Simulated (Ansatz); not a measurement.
Process, species as SMILES: Br[Si]Br (closed-shell singlet) → 2 Br atom + Si atom
B3LYP-D3(BJ)/def2-TZVP geometries, fixed; electronic energies without zero-point terms.

How fast the atomisation energy converges with the basis for several methods (Ansatz, a quantum-chemistry and plane-wave program): deviation from each method's own reference, in kcal/mol. References: B3LYP 173.50 kcal/mol, the value in aug-cc-pV(5+d)Z; CCSD(T) 180.40 kcal/mol, Hartree-Fock in aug-cc-pV(Q+d)Z plus the correlation part extrapolated as X^-3 from aug-cc-pV(T+d)Z and aug-cc-pV(Q+d)Z; HF 119.73 kcal/mol, the value in aug-cc-pV(5+d)Z; MP2 187.45 kcal/mol, Hartree-Fock in aug-cc-pV(5+d)Z plus the correlation part extrapolated as X^-3 from aug-cc-pV(Q+d)Z and aug-cc-pV(5+d)Z; PBE 185.36 kcal/mol, the value in aug-cc-pV(5+d)Z; wB97M-V 179.96 kcal/mol, the value in aug-cc-pV(5+d)Z. Cartesian d functions, on some or all atoms, in 3-21G, 6-311G**; all else is spherical. In correlated methods cores are frozen (with 3d on Ga to Br). A restricted Hartree-Fock determinant is unstable towards unrestricted orbitals. Open shells are unrestricted. No added dispersion term, no relativity. Functionals ending in -V hold VV10 correlation. 

| basis | functions | B3LYP | CCSD(T) | HF | MP2 | PBE | wB97M-V |
|---|---|---|---|---|---|---|---|
| 3-21G | 59 | -33.50 | -67.40 | -42.99 | -77.96 | -30.41 | -37.56 |
| pcseg-1 | 72 | -4.89 | -21.45 | -3.58 | -23.42 | -3.99 | -4.71 |
| def2-SVP | 82 | -1.92 | -22.53 | -3.61 | -23.88 | -1.16 | -0.98 |
| 6-311G** | 115 | -6.59 | -24.39 | -7.13 | -27.05 | -6.06 | -8.12 |
| def2-TZVP | 133 | -0.20 | -10.97 | -0.20 | -10.65 | 0.01 | 0.51 |
| def2-QZVPPD | 272 | -0.13 | -4.76 | -0.01 | -4.94 | -0.07 | 0.10 |
| aug-cc-pV(Q+d)Z | 275 | -0.07 | -3.80 | 0.02 | -3.95 | -0.08 | 0.04 |
| cc-pV(5+d)Z | 308 | -0.08 | -2.55 | -0.01 | -2.65 | -0.05 | 0.02 |

Mean absolute deviation over 6-311G**, def2-TZVP: PBE 3.04, B3LYP 3.39, HF 3.67, wB97M-V 4.32, CCSD(T) 17.68, MP2 18.85 kcal/mol.
